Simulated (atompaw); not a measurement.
## Plane-wave convergence, PAW (atompaw) potential for Mg (Z = 12)

| Quantity | Value |
| --- | --- |
| Element | magnesium |
| Generator | atompaw 4.2.0.5 |
| Type | PAW |
| Functional | LDA (PW92) |
| Relativity | scalar-relativistic |
| Frozen core | [He] |
| Valence charge | 10 |
| Reference configuration | 2s2 2p6 3s2 3p0 |
| Partial waves | 2s (bound): rc 0.80 bohr; 3s (bound): rc 1.10 bohr; 2p (bound): rc 0.80 bohr; 3p (bound, empty): rc 1.10 bohr |
| Local potential | troulliermartins scheme with l = 2 at 0 Ry, radius 1.00 bohr |
| Core correction | smooth core density matched at 0.90 bohr |
| Augmentation charge | sinc compensation charge, radius 0.85 bohr; PAW radius 1.10 bohr; waves and projectors: custom rrkj vanderbiltortho |

The pseudo-atom Hamiltonian at the reference potential is diagonalised in spherical Bessel functions j_l(qr) that vanish at 20 bohr, with q² up to the cutoff. All-electron valence levels (Ry): 2s -5.8282, 3s -0.3515, 2p -3.4343, 3p -0.1010.

Task: How do the lowest levels (Ry) of each channel move with the cutoff, and are there ghosts?

Result:

| cutoff (Ry) | s #1 | s #2 | s #3 | p #1 | p #2 | p #3 | d #1 | f #1 | f #2 | Σ f·Δε (mRy) |
| --- | --- | --- | --- | --- | --- | --- | --- | --- | --- | --- |
| 8 | -4.6461 | -0.2488 | 0.0169 | -0.7741 | -0.0083 | 0.0816 | 0.0549 | 0.1093 | 0.2320 | 18530.1 |
| 21 | -5.5917 | -0.3155 | 0.0082 | -1.9050 | -0.0498 | 0.0600 | 0.0548 | 0.1093 | 0.2320 | 9720.3 |
| 45 | -5.7966 | -0.3446 | 0.0046 | -2.8676 | -0.0814 | 0.0506 | 0.0548 | 0.1093 | 0.2320 | 3476.8 |
| 90 | -5.8278 | -0.3514 | 0.0037 | -3.4056 | -0.1006 | 0.0463 | 0.0548 | 0.1093 | 0.2320 | 172.6 |
| 160 | -5.8281 | -0.3514 | 0.0037 | -3.4334 | -0.1009 | 0.0462 | 0.0548 | 0.1093 | 0.2320 | 5.2 |
| 300 | -5.8282 | -0.3515 | 0.0037 | -3.4342 | -0.1010 | 0.0462 | 0.0548 | 0.1093 | 0.2320 | 0.3 |
| 400 | -5.8282 | -0.3515 | 0.0037 | -3.4343 | -0.1010 | 0.0462 | 0.0548 | 0.1093 | 0.2320 | 0.0 |

Result: no extra level below or beside the all-electron valence levels (s, p, d, f tested); 10 mRy is reached at 120 Ry and 1 mRy at 230 Ry.
